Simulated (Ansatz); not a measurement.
Born–Oppenheimer molecular dynamics of ClH$_{5}$OSn (8 atoms, charge 0, multiplicity 1). It starts at the highest image of a converged band, a first-order saddle point between two minima.

Method: Ansatz, RKS revPBE-D4/def2-SVP.

```yaml
ensemble: NVE (velocity Verlet)
time_step: 0.5 fs
steps_asked: 200
starting_velocities_drawn_for: 100 K
seed: 7904
```

First frame:

```xyz
8
Properties=species:S:1:pos:R:3
Sn 0.049 0.220 -0.117
H 1.083 -0.500 1.622
H 1.394 -0.298 -1.060
Cl -0.690 2.109 -1.428
H -1.372 -0.704 0.156
O 0.336 1.560 1.609
H 0.870 2.368 1.445
H 0.923 0.538 1.871
```

How far do the bonds stretch over the last three quarters of this one trajectory? (Pairs bonded in most of those frames.)


```tsv
bond	mean (Å)	spread (Å)	shortest	longest
Sn1–H3	1.723	0.006	1.71	1.73
Sn1–Cl4	2.397	0.013	2.38	2.43
Sn1–H5	1.728	0.007	1.71	1.74
Sn1–O6	2.063	0.106	1.88	2.20
H2–H8	0.773	0.024	0.74	0.86
O6–H7	0.982	0.008	0.97	1.00
```

Mean temperature of the second half: 1098 K. The conserved energy stayed within 0.043 meV per atom of its start (net change -0.023 meV per atom), so the integration is sound. The kinetic energy rose, since the run started high on the potential surface and went downhill. It ends in pieces (ClH3OSn + H2), so much of that is their flight and rotation, not heat. A run of 0.1 ps of so small a system gives no equilibrium averages. The orbitals stay closed-shell, which can raise the energy where a bond breaks towards radicals; this wasn't checked here.

The run took 7 min on 1 thread of Arm Neoverse V2, with other jobs on the host, peak memory 0.14 GiB.
